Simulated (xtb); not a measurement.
ClZn, doublet, geometry from GFN2-xTB (such geometries of metal compounds can be far from the true shape) (the spin is typed, not shown lowest); GFN1-xTB with GBSA(toluene) in xtb 6.7.1.

The xtb input:
```
$ xtb mol.xyz --gfn 1 --uhf 1 --gbsa toluene --json

# file mol.xyz
2

Zn    -0.00000000    -0.00000000    -0.79897282
Cl     0.00000000     0.00000000     1.40995204
```

It wrote (shortened):

```
   ID    Z sym.   atoms
    1   30 Zn     1
    2   17 Cl     2

           -------------------------------------------------
          |                Calculation Setup                |
           -------------------------------------------------

           -------------------------------------------------
          |                 G F N 1 - x T B                 |
           -------------------------------------------------

      * Solvation model:               GBSA
        Solvent                        toluene
        Parameter file                 internal GFN1-xTB/GBSA
        Dielectric constant                7.0000E+00
        Reference state                gsolv [1 M gas/solution]
        Free energy shift                  4.2288E-03 Eh       2.6536E+00 kcal/mol
        Temperature                        2.9815E+02 K
        Density                            8.6700E-01 kg/L
        Solvent mass                       9.2140E+01 g/mol
        Interaction kernel             Still
        Born radius scaling (c1)           1.5977E+00
        Born radii integrator          GBOBC
        Born offset                        5.3290E-02 a0       1.0070E-01 AA
        H-bond correction              false
        Ion screening                  false
        Surface tension                    1.0000E-05 Eh       1.5569E+01 dyn/cm
        Grid points                               230 per atom

          ...................................................
          :                      SETUP                      :
          :.................................................:
          :  # basis functions                  14          :
          :  # atomic orbitals                  13          :
          :  # shells                            5          :
          :  # electrons                         9          :
          :  # halogen bonds                     0          :
          :  max. iterations                   250          :
          :  Hamiltonian                  GFN1-xTB          :
          :  restarted?                      false          :
          :  GBSA solvation                   true          :
          :  PC potential                    false          :
          :  electronic temp.          300.0000000     K    :
          :  accuracy                    1.0000000          :
          :  -> integral cutoff          0.2500000E+02      :
          :  -> integral neglect         0.1000000E-07      :
          :  -> SCF convergence          0.1000000E-05 Eh   :
          :  -> wf. convergence          0.2000000E-04 e    :
          :  Broyden damping             0.4000000          :
          :  net charge                          0          :
          :  unpaired electrons                  1          :
          ...................................................

 iter      E             dE          RMSdq      gap      omega  full diag
   1     -5.0784896 -0.507849E+01  0.398E+00    5.64       0.0  T
   2     -5.0786213 -0.131626E-03  0.246E+00    5.66       1.0  T
   3     -5.0786289 -0.761663E-05  0.115E-01    5.68       1.0  T
   4     -5.0786368 -0.792886E-05  0.323E-03    5.67      21.9  T
   5     -5.0786368 -0.916425E-08  0.157E-03    5.67      45.1  T
   6     -5.0786368 -0.169959E-09  0.244E-05    5.67    2903.8  T
   7     -5.0786368 -0.224709E-12  0.337E-08    5.67  100000.0  T

   *** convergence criteria satisfied after 7 iterations ***

         :::::::::::::::::::::::::::::::::::::::::::::::::::::
         ::                     SUMMARY                     ::
         :::::::::::::::::::::::::::::::::::::::::::::::::::::
         :: total energy              -5.076466074351 Eh    ::
         :: total w/o Gsasa/hb        -5.065525623491 Eh    ::
         :: gradient norm              0.014955186759 Eh/a0 ::
         :: HOMO-LUMO gap              5.669527580461 eV    ::
         ::.................................................::
         :: SCC energy                -5.078636805305 Eh    ::
         :: -> electrostatic           0.010156119030 Eh    ::
         :: -> Gsolv                  -0.017436576032 Eh    ::
         ::    -> Gelec               -0.006496125171 Eh    ::
         ::    -> Gsasa               -0.015169223858 Eh    ::
         ::    -> Ghb                  0.000000000000 Eh    ::
         ::    -> Gshift               0.004228772997 Eh    ::
         :: repulsion energy           0.002554577902 Eh    ::
         :: dispersion energy         -0.000383846948 Eh    ::
         :: halogen bond corr.         0.000000000000 Eh    ::
         :: add. restraining           0.000000000000 Eh    ::
         :: total charge              -0.000000000000 e     ::
         :::::::::::::::::::::::::::::::::::::::::::::::::::::

           -------------------------------------------------
          |                Property Printout                |
           -------------------------------------------------

    * Orbital Energies and Occupations

         #    Occupation            Energy/Eh            Energy/eV
      -------------------------------------------------------------
         1        2.0000           -0.8825770             -24.0161
         2        2.0000           -0.4993475             -13.5879
         3        2.0000           -0.4713964             -12.8273
         4        2.0000           -0.4713964             -12.8273
         5        1.0000           -0.3745045             -10.1908 (HOMO)
         6                         -0.1661532              -4.5213 (LUMO)
         7                         -0.1661532              -4.5213
         8                         -0.0171801              -0.4675
         9                         -0.0171801              -0.4675
        10                         -0.0127275              -0.3463
        11                         -0.0102454              -0.2788
        12                         -0.0102454              -0.2788
        13                          0.0478933               1.3032
      -------------------------------------------------------------
                  HL-Gap            0.2083513 Eh            5.6695 eV
             Fermi-level           -0.3466396 Eh           -9.4325 eV

  Mulliken/CM5 charges         n(s)   n(p)   n(d)
     1Zn    0.38066  0.42409   1.296  0.324  0.000
     2Cl   -0.38066 -0.42409   1.924  5.457 -0.000

Wiberg/Mayer (AO) data.
largest (>0.10) Wiberg bond orders for each atom

 ---------------------------------------------------------------------------
     #   Z sym  total        # sym  WBO       # sym  WBO       # sym  WBO
 ---------------------------------------------------------------------------
     1  30 Zn   0.980 --     2 Cl   0.980
     2  17 Cl   0.980 --     1 Zn   0.980
 ---------------------------------------------------------------------------

Topologies differ in total number of bonds
Writing topology from bond orders to xtbtopo.mol

 dipole moment from electron density (au)
     X       Y       Z
   0.0000   0.0000  -1.6941  total (Debye):    4.306

           -------------------------------------------------
          | TOTAL ENERGY               -5.076466074351 Eh   |
          | GRADIENT NORM               0.014955186759 Eh/α |
          | HOMO-LUMO GAP               5.669527580461 eV   |
           -------------------------------------------------

normal termination of xtb
```
